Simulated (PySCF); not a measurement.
Trends in electronic spectra. Computed with PySCF, TDDFT wB97X-D/def2-SVPD, vertical, gas phase, core orbitals frozen in the response. Geometries: PBE0-D3(BJ)/def2-SVP; one conformer of each isolated species. Triplets are in the Tamm–Dancoff approximation. Atoms past krypton carry core potentials; spin–orbit coupling is left out.

Question: Rank by computed HOMO energy, highest first.
A. `C[Se](C)=O`
B. `[OH2]->[In]([Cl])([Cl])[Cl]`
C. `CC/C(C)=C(/C)OC(C)=O`
D. `FC(F)(F)c1ccc(Cl)cc1`

Answer: C (-8.46 eV), A (-8.59 eV), D (-9.48 eV), B (-11.03 eV).

```
                     SMILES  HOMO (eV)  f (S1)  gap (eV)  LUMO (eV)  T1 (eV)    S1 mainly
       CC/C(C)=C(/C)OC(C)=O      -8.46   0.004     10.47       2.01     4.19  H-1→L (55%)
                 C[Se](C)=O      -8.59   0.012     10.19       1.60     4.83  H→L+1 (46%)
       FC(F)(F)c1ccc(Cl)cc1      -9.48   0.000      9.83       0.35        –  H→L+1 (55%)
[OH2]->[In]([Cl])([Cl])[Cl]     -11.03   0.004     10.14      -0.88     5.21    H→L (90%)
```

H and L stand for HOMO and LUMO; a dash means that no computed state gives the value.
